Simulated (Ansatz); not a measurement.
One geometry of MoO2Cl2 (MoCl2O2), several levels of theory.

```yaml
crystal:
  periodic: [false, false, false]
  atoms:
    - {symbol: Mo, position_ang: [0.083905, -0.000323, 0.058710]}
    - {symbol: O, position_ang: [0.135443, -0.015054, 1.744555]}
    - {symbol: O, position_ang: [1.685425, 0.008006, -0.470449]}
    - {symbol: Cl, position_ang: [-0.956621, 1.887127, -0.649959]}
    - {symbol: Cl, position_ang: [-0.948152, -1.879757, -0.682866]}
basis:
  gaussian: {orbitals: def2-TZVP, initial_orbitals: start.molden}
correlation: {method: mp2}
scf: {omitted_lower_state_checks: [starts]}
output: {orbitals: {seedname: orbitals}}
```

The file start.molden holds the orbitals of an earlier run on this structure, at another level or in another basis.

```sh
$ ansatz run in.yaml --threads 4 --pin off --events-out ev --progress --plain --max-ram 3916MiB
```

Output, abridged:

```
Functional definition: HF
1189 factors; integrals over basis functions are off by at most 8.9e-4 eV
mean field evaluation 1: about -30922.4554 eV, gradient 3.9e1 eV
mean field evaluation 2: about -30923.6931 eV, gradient 1.8e0 eV
mean field evaluation 4: about -30924.2564 eV, gradient 2.6e0 eV
mean field evaluation 8: about -30924.2700 eV, gradient 8.6e-4 eV
mean field -30924.26997089 eV, -1136.4459602070 hartree, gradient 2.3e-6 eV, S^2 0.000000; 0 other end points of the search recorded, 0 dependent functions left out; unrestricted orbitals would lower it
mean field evaluation 16: about -30924.2776 eV, gradient 2.3e-1 eV
12 core orbitals not correlated: weight in the atoms' cores, before any rotation towards them, 1.000 or more for the frozen orbitals, at most 0.000 for the correlated occupied ones
reference -30924.26997089 eV, -1136.4459602070 hartree; 20, 20 occupied and 144, 144 virtual orbitals, 1189 factors
second order -38.59395289 eV of doubles, -0.00000000 eV of singles
Total energy: -30962.86392377 eV, -1137.8642618158 hartree
Checks for a lower state left out: starts
```

Hardware: 4 threads of Arm Neoverse V1 on a shared host. Wall time 2.3 s.

The first input with `hamiltonian: {xc: {name: r2SCAN0}, dispersion: d4}` and without the key `correlation` (abridged; 4.3 s):

```
Functional definition: r2SCAN0
mean field -30998.09438168 eV, -1139.1589572636 hartree, gradient 1.5e-5 eV, S^2 0.000000
Total energy: -30998.14862231 eV, -1139.1609505703 hartree
Checks for a lower state left out: starts
```

First input, but with `hamiltonian: {xc: {name: B3LYP}, dispersion: d4}` and without the key `correlation` (abridged; 2.5 s):

```
Functional definition: B3LYP
mean field -31004.75512118 eV, -1139.4037349255 hartree, gradient 1.9e-5 eV, S^2 0.000000
Total energy: -31005.07561815 eV, -1139.4155129719 hartree
Checks for a lower state left out: starts
```

The first input with `hamiltonian: {xc: pbe}`, `correlation: {method: rpa}` and without the key `output` (abridged; 3.4 s):

```
Functional definition: PBE
mean field -30990.84310503 eV, -1138.8924777618 hartree, gradient 1.5e-6 eV, S^2 0.000000
12 core orbitals not correlated: weight in the atoms' cores, before any rotation towards them, 1.000 or more for the frozen orbitals, at most 0.000 for the correlated occupied ones
Total energy: -30975.67816358 eV, -1138.3351764427 hartree
Checks for a lower state left out: starts
```

The first input with `gaussian: {orbitals: def2-TZVPD, initial_orbitals: start.molden}`, `hamiltonian: {xc: pbe, dispersion: d4}` and without the key `correlation` (abridged; 2.3 s):

```
Functional definition: PBE
mean field -30990.91792579 eV, -1138.8952273743 hartree, gradient 3.0e-5 eV, S^2 0.000000
Total energy: -30991.11302756 eV, -1138.9023972318 hartree
Checks for a lower state left out: starts
```

As the first input, with `hamiltonian: {xc: {name: BHLYP}, dispersion: d4}` and without the key `correlation` (abridged; 2.7 s):

```
Functional definition: BHLYP
mean field -30996.90251185 eV, -1139.1151568555 hartree, gradient 2.4e-5 eV, S^2 0.000000
Total energy: -30997.18733610 eV, -1139.1256239536 hartree
Checks for a lower state left out: starts
```

First input, but with `hamiltonian: {xc: {name: B2PLYP}}` and without the key `correlation`, `output` (abridged; 3.9 s):

```
Functional definition: B2PLYP
mean field -30978.32472328 eV, -1138.4324357178 hartree, gradient 8.3e-6 eV, S^2 0.000000
12 core orbitals not correlated: weight in the atoms' cores, before any rotation towards them, 1.000 or more for the frozen orbitals, at most 0.000 for the correlated occupied ones
second order -48.85580365 eV of doubles, -0.00000000 eV of singles
Total energy: -30991.51595831 eV, -1138.9172046639 hartree
Checks for a lower state left out: starts
```

Geometry: PBE-D4/def2-SVP.

In the def2 sets Mo takes a core potential; there is no spin–orbit coupling. B3LYP takes the VWN-RPA correlation. Correlated methods freeze 12 core orbitals; core or outer-core shells of Mo are correlated, in sets that lack core-valence functions. At MP2/def2-TZVP the restricted singlet (for correlated methods, its reference) is unstable: a solution with broken spin symmetry lies lower. The restricted singlet is unstable towards broken spin symmetry in Hartree–Fock (as tested in another run); at r2SCAN0-D4/def2-TZVP, B3LYP-D4/def2-TZVP, PBE-D4/def2-TZVPD, BHLYP-D4/def2-TZVP and others this wasn't settled.
